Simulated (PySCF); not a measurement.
strontium atom (Sr), singlet (core potentials on Sr). Base run: M062X/def2-SVP run with PySCF.

PySCF was given this input:
```python
from pyscf import gto, scf, dft, solvent

mol = gto.Mole()
mol.atom = '''
    Sr    0.00000000    0.00000000    0.00000000
'''
mol.basis = 'def2-svp'
mol.ecp = {'Sr': 'def2-svp'}
mol.verbose = 4
mol.build()

mf = dft.RKS(mol)
mf.xc = 'm062x'
mf.kernel()
```

Each row names what was changed in the base input (with any setting that the change needs).

```
change                                                  ΔE vs base (kcal/mol)  HOMO-LUMO gap (eV)
------------------------------------------------------  ---------------------  ------------------
base                                                                    0.000                4.28
model = SS(V)PE; solvent = toluene                                     -0.109                4.27
model = IEF-PCM; solvent = toluene; r_probe = 0.5                      -0.015                4.28
model = IEF-PCM; solvent = toluene; vdw_scale = 1.4                    -0.015                4.28
model = IEF-PCM; solvent = toluene; lebedev_order = 41                 -0.108                4.27
model = IEF-PCM; solvent = tetrahydrofuran                             -0.164                4.27
model = IEF-PCM; solvent = acetonitrile                                -0.184                4.27
model = IEF-PCM; solvent = water                                       -0.187                4.27
model = COSMO; solvent = toluene                                       -0.090                4.28
model = IEF-PCM; solvent = toluene; vdw_scale = 1.0                         …                   …
model = ddCOSMO; solvent = toluene                                          …                   …
model = IEF-PCM; solvent = dichloromethane                             -0.168                4.27
```

Question: Some entries are withheld; supply them.

Answer: 
- model = IEF-PCM; solvent = toluene; vdw_scale = 1.0, ΔE vs base (kcal/mol): -0.75
- model = IEF-PCM; solvent = toluene; vdw_scale = 1.0, HOMO-LUMO gap (eV): 4.23
- model = ddCOSMO; solvent = toluene, ΔE vs base (kcal/mol): -4.66
- model = ddCOSMO; solvent = toluene, HOMO-LUMO gap (eV): 4.09

The base is the gas phase, so ΔE is the electrostatic part of solvation at a fixed geometry, without cavity and dispersion terms.
